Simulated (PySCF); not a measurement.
C5H7F, SMILES C=CC(F)C=C.

Coordinates come from a B3LYP-D3(BJ)/def2-SVP optimisation. The values are those of a single conformer.

Calculation: TDA-M06-2X/def2-SVPD (PySCF 2.14.0).

Vertical excitations. The molecule is in vacuum.

```csv
state,energy (eV),λ (nm),f,main pairs
S1,7.03,176,0.027,HOMO→LUMO 79 %
S2,7.34,169,0.028,"HOMO−1→LUMO 42 %, HOMO−1→LUMO+1 22 %, HOMO→LUMO+1 18 %, HOMO−2→LUMO 9 %"
S3,7.74,160,0.034,"HOMO−2→LUMO 29 %, HOMO→LUMO+1 21 %, HOMO→LUMO+2 20 %, HOMO→LUMO+3 8 %"
S4,7.76,160,0.087,"HOMO−2→LUMO 30 %, HOMO−1→LUMO+1 15 %, HOMO→LUMO 10 %, HOMO−2→LUMO+1 7 %"
S5,7.86,158,0.035,"HOMO−1→LUMO+2 34 %, HOMO→LUMO+3 15 %, HOMO−1→LUMO+1 13 %, HOMO−2→LUMO+1 12 %"
S6,7.88,157,0.312,"HOMO−1→LUMO 24 %, HOMO−1→LUMO+1 18 %, HOMO→LUMO+2 17 %, HOMO−2→LUMO+1 12 %"
S7,8.12,153,0.054,"HOMO−3→LUMO 27 %, HOMO−1→LUMO+2 21 %, HOMO−2→LUMO+1 12 %, HOMO−1→LUMO+1 11 %"
S8,8.22,151,0.340,"HOMO→LUMO+1 28 %, HOMO−1→LUMO 18 %, HOMO→LUMO+2 14 %, HOMO→LUMO+4 12 %"
S9,8.41,147,0.050,"HOMO→LUMO+4 52 %, HOMO→LUMO+3 8 %, HOMO→LUMO+6 8 %"
S10,8.46,146,0.001,"HOMO−1→LUMO+4 44 %, HOMO−1→LUMO+5 19 %"
T1,4.73,262,0,"HOMO−1→LUMO 55 %, HOMO→LUMO+1 23 %, HOMO−1→LUMO+1 11 %"
T2,4.74,262,0,"HOMO→LUMO 43 %, HOMO→LUMO+1 22 %, HOMO−1→LUMO+1 18 %"
T3,6.97,178,0,"HOMO→LUMO 40 %, HOMO→LUMO+1 31 %, HOMO−2→LUMO 9 %"
T4,7.19,173,0,"HOMO−1→LUMO+1 36 %, HOMO−2→LUMO 18 %, HOMO−1→LUMO 17 %, HOMO−2→LUMO+1 9 %"
```
Triplets are in the Tamm–Dancoff approximation.
